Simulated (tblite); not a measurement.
Record of a relaxation.

Species: C₃H₁₀BN₂Si (doublet state).
SMILES with atom numbers: `[SiH3:1][CH:2][B:3]1[NH:4][CH2:5][CH2:6][NH:7]1` (hydrogens: H8, H9, H10 on Si1; H11 on C2; H12 on N4; H13, H14 on C5; H15, H16 on C6; H17 on N7)

Computed with GFN2-xTB (tblite), gas phase: L-BFGS steps from a force-field or distance-geometry start until the largest atomic force falls under 0.01 eV/Å. 7 of its 124 geometries are shown.

Step 0: E = -550.6246 eV, largest atomic force 2.766 eV/Å
```
atom  x, y, z in Å  |  force x, y, z in eV/Å
Si1     3.042   -0.268    0.573    0.282  -0.574   0.224
C2      1.476   -0.967   -0.149   -0.847   2.073   0.385
B3      0.171   -0.285    0.442   -1.879  -0.836  -1.849
N4     -1.088   -1.109    0.705    2.201  -0.349  -1.279
C5     -2.229   -0.264    0.501   -0.940  -0.571  -0.777
C6     -1.725    1.153    0.495   -0.020   1.240  -0.083
N7     -0.350    1.100    0.012    0.695  -1.206  -0.204
H8      3.327   -0.881    1.885   -0.043   0.024  -0.157
H9      2.965    1.174    0.796    0.015   0.174  -0.038
H10     4.119   -0.570   -0.369    0.125   0.027  -0.009
H11     1.433   -0.838   -1.240    0.122  -0.536   0.299
H12    -1.075   -1.912    0.019   -0.098   0.817   1.583
H13    -2.640   -0.433   -0.526   -0.123  -0.215   0.510
H14    -3.017   -0.455    1.231   -0.033  -0.003   0.070
H15    -1.735    1.617    1.507    0.006  -0.224  -0.555
H16    -2.334    1.736   -0.219    0.140   0.187   0.612
H17    -0.345    1.214   -1.024    0.397  -0.029   1.270
```

Step 20: E = -552.2451 eV, largest atomic force 0.354 eV/Å
```
atom  x, y, z in Å  |  force x, y, z in eV/Å
Si1     3.032   -0.221    0.531    0.176   0.131   0.111
C2      1.474   -0.731   -0.331    0.254   0.044  -0.155
B3      0.026   -0.299   -0.052    0.006   0.005   0.100
N4     -1.083   -1.093    0.331    0.093  -0.111   0.101
C5     -2.302   -0.312    0.419   -0.020   0.133  -0.043
C6     -1.794    1.140    0.425   -0.026   0.081  -0.088
N7     -0.452    1.028   -0.105    0.012  -0.102   0.102
H8      3.204   -0.918    1.820   -0.054  -0.057  -0.032
H9      3.138    1.213    0.867   -0.131  -0.066  -0.097
H10     4.207   -0.549   -0.305   -0.177   0.003   0.050
H11     1.671   -1.357   -1.193   -0.173  -0.147   0.035
H12    -1.102   -2.035    0.679   -0.030  -0.008  -0.121
H13    -2.920   -0.484   -0.483   -0.017  -0.079   0.259
H14    -2.891   -0.528    1.319    0.070  -0.085  -0.167
H15    -1.766    1.530    1.464   -0.066   0.048  -0.344
H16    -2.401    1.794   -0.212   -0.086  -0.013   0.234
H17    -0.047    1.834   -0.532    0.171   0.222   0.057
```

Step 41: E = -552.3884 eV, largest atomic force 0.213 eV/Å
```
atom  x, y, z in Å  |  force x, y, z in eV/Å
Si1     3.019   -0.201    0.488   -0.083   0.016  -0.020
C2      1.484   -0.765   -0.381   -0.029  -0.011   0.077
B3      0.073   -0.238   -0.075    0.027  -0.021  -0.026
N4     -1.024   -1.062    0.277   -0.022   0.082  -0.141
C5     -2.247   -0.313    0.457    0.003   0.041   0.038
C6     -1.793    1.158    0.380    0.006   0.013  -0.028
N7     -0.406    1.091   -0.025   -0.053  -0.158   0.079
H8      3.155   -0.912    1.774    0.029   0.016   0.023
H9      2.948    1.237    0.779    0.052  -0.039  -0.036
H10     4.214   -0.520   -0.304   -0.002   0.049  -0.031
H11     1.572   -1.682   -0.959   -0.039   0.135   0.098
H12    -1.061   -2.062    0.314   -0.112  -0.082   0.031
H13    -2.975   -0.553   -0.331    0.009   0.018  -0.027
H14    -2.730   -0.508    1.421    0.051  -0.148   0.051
H15    -1.892    1.644    1.363    0.014   0.024  -0.029
H16    -2.388    1.732   -0.339   -0.052   0.004  -0.020
H17     0.043    1.967   -0.200    0.200   0.061  -0.040
```

Step 62: E = -552.4768 eV, largest atomic force 0.137 eV/Å
```
atom  x, y, z in Å  |  force x, y, z in eV/Å
Si1     3.013   -0.143    0.470    0.012   0.023   0.020
C2      1.456   -0.849   -0.236    0.036  -0.020  -0.037
B3      0.051   -0.295   -0.070    0.000  -0.053  -0.010
N4     -1.148   -1.065   -0.070   -0.009  -0.108   0.084
C5     -2.259   -0.300    0.448   -0.023   0.039   0.018
C6     -1.774    1.159    0.349   -0.001   0.053   0.008
N7     -0.341    1.037    0.206    0.002  -0.012   0.009
H8      3.303   -0.769    1.772    0.031  -0.001   0.014
H9      2.918    1.303    0.686   -0.012   0.027  -0.014
H10     4.150   -0.418   -0.419    0.011  -0.003  -0.022
H11     1.566   -1.832   -0.680   -0.054   0.029   0.005
H12    -1.226   -2.067   -0.022   -0.024   0.058  -0.009
H13    -3.177   -0.477   -0.124    0.029   0.038  -0.045
H14    -2.468   -0.556    1.499    0.014  -0.043  -0.023
H15    -2.033    1.736    1.245   -0.029  -0.006   0.009
H16    -2.225    1.667   -0.516    0.017  -0.014  -0.032
H17     0.189    1.883    0.102    0.000  -0.009   0.025
```

Step 82: E = -552.4959 eV, largest atomic force 0.056 eV/Å
```
atom  x, y, z in Å  |  force x, y, z in eV/Å
Si1     3.027   -0.109    0.420   -0.010   0.010  -0.009
C2      1.454   -0.892   -0.171    0.003   0.006  -0.001
B3      0.044   -0.360    0.038   -0.008  -0.041   0.030
N4     -1.175   -1.091   -0.015    0.036  -0.002  -0.010
C5     -2.297   -0.283    0.411    0.027   0.002  -0.022
C6     -1.750    1.155    0.352   -0.008  -0.002   0.005
N7     -0.317    0.974    0.355    0.021   0.052  -0.002
H8      3.429   -0.670    1.722   -0.003   0.003   0.013
H9      2.874    1.344    0.588    0.011  -0.041  -0.016
H10     4.134   -0.365   -0.516   -0.052   0.008  -0.015
H11     1.560   -1.857   -0.654    0.008  -0.006   0.035
H12    -1.310   -2.086   -0.031    0.004  -0.002  -0.001
H13    -3.165   -0.422   -0.243    0.002   0.015  -0.020
H14    -2.604   -0.539    1.437    0.005  -0.011  -0.006
H15    -2.088    1.758    1.201    0.004  -0.005   0.030
H16    -2.080    1.658   -0.570   -0.021   0.011  -0.009
H17     0.256    1.797    0.315   -0.018   0.003  -0.002
```

Step 102: E = -552.5109 eV, largest atomic force 0.085 eV/Å
```
atom  x, y, z in Å  |  force x, y, z in eV/Å
Si1     3.036   -0.075    0.348    0.050  -0.031   0.001
C2      1.446   -0.956    0.000    0.006   0.019   0.007
B3      0.045   -0.394    0.159    0.030   0.047  -0.010
N4     -1.176   -1.099    0.009    0.036  -0.045  -0.012
C5     -2.321   -0.269    0.302    0.013  -0.041  -0.007
C6     -1.733    1.157    0.393   -0.065  -0.054   0.006
N7     -0.307    0.944    0.470    0.008   0.030  -0.033
H8      3.620   -0.529    1.623    0.012  -0.017  -0.004
H9      2.859    1.379    0.449   -0.011  -0.009  -0.028
H10     4.006   -0.361   -0.722   -0.002   0.017   0.021
H11     1.536   -1.980   -0.345    0.030   0.008   0.021
H12    -1.318   -2.091   -0.066   -0.072   0.043   0.000
H13    -3.083   -0.344   -0.483   -0.006   0.006   0.001
H14    -2.787   -0.569    1.253   -0.009   0.052  -0.008
H15    -2.114    1.694    1.268    0.009   0.012   0.051
H16    -1.995    1.745   -0.498   -0.023  -0.002  -0.023
H17     0.279    1.759    0.479   -0.006  -0.034   0.019
```

Step 123: E = -552.5192 eV, largest atomic force 0.009 eV/Å
```
atom  x, y, z in Å  |  force x, y, z in eV/Å
Si1     3.063   -0.071    0.296    0.000   0.000  -0.001
C2      1.452   -0.969    0.128   -0.001  -0.005   0.001
B3      0.046   -0.394    0.206    0.003   0.001  -0.004
N4     -1.171   -1.110    0.080   -0.002  -0.008   0.003
C5     -2.331   -0.261    0.217    0.003   0.002   0.001
C6     -1.749    1.154    0.428    0.002   0.005   0.003
N7     -0.319    0.957    0.419    0.001   0.003  -0.002
H8      3.763   -0.480    1.526   -0.004   0.002  -0.003
H9      2.873    1.383    0.341   -0.001   0.003   0.004
H10     3.945   -0.387   -0.839    0.000  -0.002  -0.001
H11     1.540   -2.036   -0.039    0.000   0.004   0.001
H12    -1.329   -2.089   -0.068   -0.001  -0.003   0.000
H13    -2.962   -0.303   -0.681   -0.001   0.000   0.005
H14    -2.949   -0.568    1.073   -0.002  -0.004  -0.007
H15    -2.085    1.585    1.381   -0.003  -0.001   0.001
H16    -2.062    1.837   -0.373    0.004  -0.001  -0.001
H17     0.266    1.763    0.542    0.004   0.002   0.000
```

Problem. Summarise the path.

Solution. The energy falls by 43.69 kcal/mol from step 0 to step 123; nine tenths of that is first reached at step 28. It falls at every step. The largest force goes from 2.766 to 0.009 eV/Å. Among the bonds B3–N7 changes most, from 1.541 to 1.415 Å; the atoms move by 0.708 Å rms after alignment.

Problem. Follow the three bonds and two angles with the largest change from start to end.

Solution. 
```json
{"step": "0", "E above end (kcal/mol)": "43.69", "largest force (eV/Å)": "2.766", "B3–N7 (Å)": "1.541", "B3–N4 (Å)": "1.528", "C2–B3 (Å)": "1.586", "B3–N4–H12 (°)": "106.7", "B3–N7–H17 (°)": "112.0"}
{"step": "5", "E above end (kcal/mol)": "22.64", "largest force (eV/Å)": "0.741", "B3–N7 (Å)": "1.441", "B3–N4 (Å)": "1.418", "C2–B3 (Å)": "1.504", "B3–N4–H12 (°)": "112.8", "B3–N7–H17 (°)": "106.7"}
{"step": "11", "E above end (kcal/mol)": "11.67", "largest force (eV/Å)": "0.848", "B3–N7 (Å)": "1.438", "B3–N4 (Å)": "1.410", "C2–B3 (Å)": "1.536", "B3–N4–H12 (°)": "132.1", "B3–N7–H17 (°)": "119.3"}
{"step": "16", "E above end (kcal/mol)": "8.19", "largest force (eV/Å)": "0.282", "B3–N7 (Å)": "1.429", "B3–N4 (Å)": "1.416", "C2–B3 (Å)": "1.549", "B3–N4–H12 (°)": "132.7", "B3–N7–H17 (°)": "125.0"}
{"step": "21", "E above end (kcal/mol)": "5.97", "largest force (eV/Å)": "0.271", "B3–N7 (Å)": "1.410", "B3–N4 (Å)": "1.417", "C2–B3 (Å)": "1.538", "B3–N4–H12 (°)": "128.6", "B3–N7–H17 (°)": "129.8"}
{"step": "27", "E above end (kcal/mol)": "4.41", "largest force (eV/Å)": "0.203", "B3–N7 (Å)": "1.412", "B3–N4 (Å)": "1.417", "C2–B3 (Å)": "1.535", "B3–N4–H12 (°)": "129.8", "B3–N7–H17 (°)": "129.2"}
{"step": "32", "E above end (kcal/mol)": "3.82", "largest force (eV/Å)": "0.216", "B3–N7 (Å)": "1.414", "B3–N4 (Å)": "1.410", "C2–B3 (Å)": "1.537", "B3–N4–H12 (°)": "130.5", "B3–N7–H17 (°)": "128.2"}
{"step": "37", "E above end (kcal/mol)": "3.43", "largest force (eV/Å)": "0.163", "B3–N7 (Å)": "1.410", "B3–N4 (Å)": "1.415", "C2–B3 (Å)": "1.528", "B3–N4–H12 (°)": "130.0", "B3–N7–H17 (°)": "129.7"}
{"step": "43", "E above end (kcal/mol)": "2.72", "largest force (eV/Å)": "0.294", "B3–N7 (Å)": "1.417", "B3–N4 (Å)": "1.415", "C2–B3 (Å)": "1.537", "B3–N4–H12 (°)": "128.2", "B3–N7–H17 (°)": "131.5"}
{"step": "48", "E above end (kcal/mol)": "1.81", "largest force (eV/Å)": "0.259", "B3–N7 (Å)": "1.420", "B3–N4 (Å)": "1.418", "C2–B3 (Å)": "1.527", "B3–N4–H12 (°)": "129.6", "B3–N7–H17 (°)": "127.4"}
{"step": "53", "E above end (kcal/mol)": "1.30", "largest force (eV/Å)": "0.213", "B3–N7 (Å)": "1.417", "B3–N4 (Å)": "1.422", "C2–B3 (Å)": "1.522", "B3–N4–H12 (°)": "128.0", "B3–N7–H17 (°)": "128.3"}
{"step": "59", "E above end (kcal/mol)": "1.07", "largest force (eV/Å)": "0.091", "B3–N7 (Å)": "1.416", "B3–N4 (Å)": "1.424", "C2–B3 (Å)": "1.519", "B3–N4–H12 (°)": "126.9", "B3–N7–H17 (°)": "129.0"}
{"step": "64", "E above end (kcal/mol)": "0.92", "largest force (eV/Å)": "0.080", "B3–N7 (Å)": "1.415", "B3–N4 (Å)": "1.424", "C2–B3 (Å)": "1.520", "B3–N4–H12 (°)": "127.7", "B3–N7–H17 (°)": "128.6"}
{"step": "70", "E above end (kcal/mol)": "0.80", "largest force (eV/Å)": "0.067", "B3–N7 (Å)": "1.418", "B3–N4 (Å)": "1.422", "C2–B3 (Å)": "1.521", "B3–N4–H12 (°)": "128.8", "B3–N7–H17 (°)": "128.7"}
{"step": "75", "E above end (kcal/mol)": "0.68", "largest force (eV/Å)": "0.102", "B3–N7 (Å)": "1.416", "B3–N4 (Å)": "1.424", "C2–B3 (Å)": "1.518", "B3–N4–H12 (°)": "129.0", "B3–N7–H17 (°)": "129.1"}
{"step": "80", "E above end (kcal/mol)": "0.56", "largest force (eV/Å)": "0.049", "B3–N7 (Å)": "1.418", "B3–N4 (Å)": "1.422", "C2–B3 (Å)": "1.521", "B3–N4–H12 (°)": "128.7", "B3–N7–H17 (°)": "128.1"}
{"step": "86", "E above end (kcal/mol)": "0.50", "largest force (eV/Å)": "0.042", "B3–N7 (Å)": "1.419", "B3–N4 (Å)": "1.421", "C2–B3 (Å)": "1.520", "B3–N4–H12 (°)": "128.8", "B3–N7–H17 (°)": "128.1"}
{"step": "91", "E above end (kcal/mol)": "0.43", "largest force (eV/Å)": "0.065", "B3–N7 (Å)": "1.419", "B3–N4 (Å)": "1.421", "C2–B3 (Å)": "1.519", "B3–N4–H12 (°)": "128.8", "B3–N7–H17 (°)": "128.7"}
{"step": "96", "E above end (kcal/mol)": "0.33", "largest force (eV/Å)": "0.096", "B3–N7 (Å)": "1.419", "B3–N4 (Å)": "1.420", "C2–B3 (Å)": "1.517", "B3–N4–H12 (°)": "129.0", "B3–N7–H17 (°)": "127.7"}
{"step": "102", "E above end (kcal/mol)": "0.19", "largest force (eV/Å)": "0.085", "B3–N7 (Å)": "1.419", "B3–N4 (Å)": "1.417", "C2–B3 (Å)": "1.518", "B3–N4–H12 (°)": "128.3", "B3–N7–H17 (°)": "128.5"}
{"step": "107", "E above end (kcal/mol)": "0.05", "largest force (eV/Å)": "0.060", "B3–N7 (Å)": "1.416", "B3–N4 (Å)": "1.417", "C2–B3 (Å)": "1.520", "B3–N4–H12 (°)": "129.6", "B3–N7–H17 (°)": "129.1"}
{"step": "112", "E above end (kcal/mol)": "0.02", "largest force (eV/Å)": "0.051", "B3–N7 (Å)": "1.416", "B3–N4 (Å)": "1.418", "C2–B3 (Å)": "1.521", "B3–N4–H12 (°)": "129.8", "B3–N7–H17 (°)": "129.5"}
{"step": "118", "E above end (kcal/mol)": "0.00", "largest force (eV/Å)": "0.022", "B3–N7 (Å)": "1.415", "B3–N4 (Å)": "1.418", "C2–B3 (Å)": "1.521", "B3–N4–H12 (°)": "129.9", "B3–N7–H17 (°)": "129.5"}
{"step": "123", "E above end (kcal/mol)": "0.00", "largest force (eV/Å)": "0.009", "B3–N7 (Å)": "1.415", "B3–N4 (Å)": "1.417", "C2–B3 (Å)": "1.521", "B3–N4–H12 (°)": "129.9", "B3–N7–H17 (°)": "129.4"}
```

The cost below is that of the whole relaxation. The run took 0.83 s on Arm Neoverse V1, one thread, shared host.
